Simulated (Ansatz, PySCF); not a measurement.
Bi(Et)(OH)2 (C2H7BiO2), SMILES [Bi]([OH])([OH])[CH2]C. Atoms are numbered in the order given.

```xyz
12

Bi    -0.0256     0.1117     0.4748
C      0.3511    -1.6190    -1.0160
C     -0.0778    -1.2405    -2.4277
H     -0.2055    -2.4929    -0.6395
H      1.4268    -1.8519    -0.9479
H      0.5008    -0.3811    -2.8096
H     -1.1411    -0.9552    -2.4515
H      0.0695    -2.0694    -3.1413
O     -1.6692     0.8889    -0.6068
H     -1.3641     1.2218    -1.4646
O      1.4824     1.3117    -0.3903
H      1.7691     0.9329    -1.2346
```
Charge 0, spin multiplicity 1.

Geometry optimised at B3LYP-D3(BJ)/def2-SVP. The structure was generated by enumeration; whether it is a known compound was not checked. The def2 effective core potentials stand for the cores of Bi; spin–orbit coupling is left out. One conformer was computed; it need not be the lowest.

Two levels are set side by side: PBE-D3(BJ)/def2-SVP (Ansatz, a first-principles code) and B3LYP-D3(BJ)/def2-SVP (Ansatz). Each level has its own optimised geometry; the coordinates shown are those of the second. Frequencies come from the Hessian of PySCF at each geometry. Differences are taken from unrounded values.

```json
[
 {"quantity": "mean bond length (Å)", "B3LYP-D3(BJ)": "1.411", "PBE-D3(BJ)": "1.420", "PBE-D3(BJ) minus B3LYP-D3(BJ)": "0.009"},
 {"quantity": "bond Bi1–C2 (Å)", "B3LYP-D3(BJ)": "2.315", "PBE-D3(BJ)": "2.326", "PBE-D3(BJ) minus B3LYP-D3(BJ)": "0.011"},
 {"quantity": "bond Bi1–O9 (Å)", "B3LYP-D3(BJ)": "2.116", "PBE-D3(BJ)": "2.131", "PBE-D3(BJ) minus B3LYP-D3(BJ)": "0.015"},
 {"quantity": "bond Bi1–O11 (Å)", "B3LYP-D3(BJ)": "2.112", "PBE-D3(BJ)": "2.130", "PBE-D3(BJ) minus B3LYP-D3(BJ)": "0.017"},
 {"quantity": "bond C2–C3 (Å)", "B3LYP-D3(BJ)": "1.523", "PBE-D3(BJ)": "1.523", "PBE-D3(BJ) minus B3LYP-D3(BJ)": "0.000"},
 {"quantity": "bond C2–H4 (Å)", "B3LYP-D3(BJ)": "1.102", "PBE-D3(BJ)": "1.110", "PBE-D3(BJ) minus B3LYP-D3(BJ)": "0.008"},
 {"quantity": "bond C2–H5 (Å)", "B3LYP-D3(BJ)": "1.103", "PBE-D3(BJ)": "1.110", "PBE-D3(BJ) minus B3LYP-D3(BJ)": "0.008"},
 {"quantity": "bond C3–H6 (Å)", "B3LYP-D3(BJ)": "1.104", "PBE-D3(BJ)": "1.112", "PBE-D3(BJ) minus B3LYP-D3(BJ)": "0.008"},
 {"quantity": "bond C3–H7 (Å)", "B3LYP-D3(BJ)": "1.101", "PBE-D3(BJ)": "1.110", "PBE-D3(BJ) minus B3LYP-D3(BJ)": "0.009"},
 {"quantity": "bond C3–H8 (Å)", "B3LYP-D3(BJ)": "1.104", "PBE-D3(BJ)": "1.111", "PBE-D3(BJ) minus B3LYP-D3(BJ)": "0.008"},
 {"quantity": "bond O9–H10 (Å)", "B3LYP-D3(BJ)": "0.969", "PBE-D3(BJ)": "0.979", "PBE-D3(BJ) minus B3LYP-D3(BJ)": "0.009"},
 {"quantity": "bond O11–H12 (Å)", "B3LYP-D3(BJ)": "0.969", "PBE-D3(BJ)": "0.978", "PBE-D3(BJ) minus B3LYP-D3(BJ)": "0.009"},
 {"quantity": "highest harmonic wavenumber (cm⁻¹)", "B3LYP-D3(BJ)": "3801", "PBE-D3(BJ)": "3684", "PBE-D3(BJ) minus B3LYP-D3(BJ)": "-116"},
 {"quantity": "mean harmonic wavenumber (cm⁻¹)", "B3LYP-D3(BJ)": "1311", "PBE-D3(BJ)": "1278", "PBE-D3(BJ) minus B3LYP-D3(BJ)": "-33"},
 {"quantity": "zero-point energy (kcal/mol)", "B3LYP-D3(BJ)": "56.23", "PBE-D3(BJ)": "54.82", "PBE-D3(BJ) minus B3LYP-D3(BJ)": "-1.41"}
]
```

GGA bonds tend to be longer and softer than those of functionals with exact exchange. Differences between two approximate levels are no errors against the true value.
